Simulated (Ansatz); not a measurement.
`[GeH3][CH]1C[SiH2]1`, 12 atoms. Charge 0, multiplicity 1. Correlated methods include outer-core shells of Ge, which these sets cover unevenly. Scalar relativity is left out up to krypton. All runs use 4 threads of an Intel Xeon 6975P-C on a shared host. Correlated methods freeze the cores.

Q: Give the basis size and wall time and peak host memory of each of these runs in Ansatz. RKS B97M-V/def2-TZVPP energy; RKS ωB97M-V/def2-SVP energy; RKS PBE0-D4/def2-TZVP relaxation (8 steps); RKS PBE0-D4/def2-QZVPP energy; RKS PBE-D4/def2-TZVPP energy and forces; RKS SPW92 (LDA)/def2-TZVPP energy; RKS ωB97M-V/def2-QZVPP energy; RKS PBE0-D4/def2-SVP energy; direct RPA on PBE orbitals/def2-TZVPP energy; RHF-CCSD(T)/def2-TZVPP energy; RKS PBE0-D4/def2-TZVP frequencies; RKS LC-ωPBE/def2-TZVPP energy. (Estimate.)

A: Computed: Other jobs shared the machine, so times are rough.

```json
{"level": "RKS PBE0-D4/def2-SVP", "job": "energy", "functions": "118", "wall time": "0.8 s", "peak host memory (GiB)": "0.28"}
{"level": "RKS SPW92 (LDA)/def2-TZVPP", "job": "energy", "functions": "264", "wall time": "0.85 s", "peak host memory (GiB)": "0.39"}
{"level": "RKS PBE-D4/def2-TZVPP", "job": "energy and forces", "functions": "264", "wall time": "1.4 s", "peak host memory (GiB)": "0.38"}
{"level": "RKS LC-ωPBE/def2-TZVPP", "job": "energy", "functions": "264", "wall time": "1.9 s", "peak host memory (GiB)": "0.58"}
{"level": "RKS ωB97M-V/def2-SVP", "job": "energy", "functions": "118", "wall time": "2.5 s", "peak host memory (GiB)": "0.42"}
{"level": "direct RPA on PBE orbitals/def2-TZVPP", "job": "energy", "functions": "264", "wall time": "3 s", "peak host memory (GiB)": "0.69"}
{"level": "RKS B97M-V/def2-TZVPP", "job": "energy", "functions": "264", "wall time": "4.8 s", "peak host memory (GiB)": "0.48"}
{"level": "RKS PBE0-D4/def2-QZVPP", "job": "energy", "functions": "513", "wall time": "6.5 s", "peak host memory (GiB)": "2.2"}
{"level": "RKS ωB97M-V/def2-QZVPP", "job": "energy", "functions": "513", "wall time": "12 s", "peak host memory (GiB)": "2.7"}
{"level": "RKS PBE0-D4/def2-TZVP", "job": "relaxation (8 steps)", "functions": "195", "wall time": "17 s", "peak host memory (GiB)": "0.62"}
{"level": "RHF-CCSD(T)/def2-TZVPP", "job": "energy", "functions": "264", "wall time": "48 s", "peak host memory (GiB)": "6.8"}
{"level": "RKS PBE0-D4/def2-TZVP", "job": "frequencies", "functions": "195", "wall time": "94 s", "peak host memory (GiB)": "0.6"}
```

LC-ωPBE has ω = 0.4 bohr⁻¹.
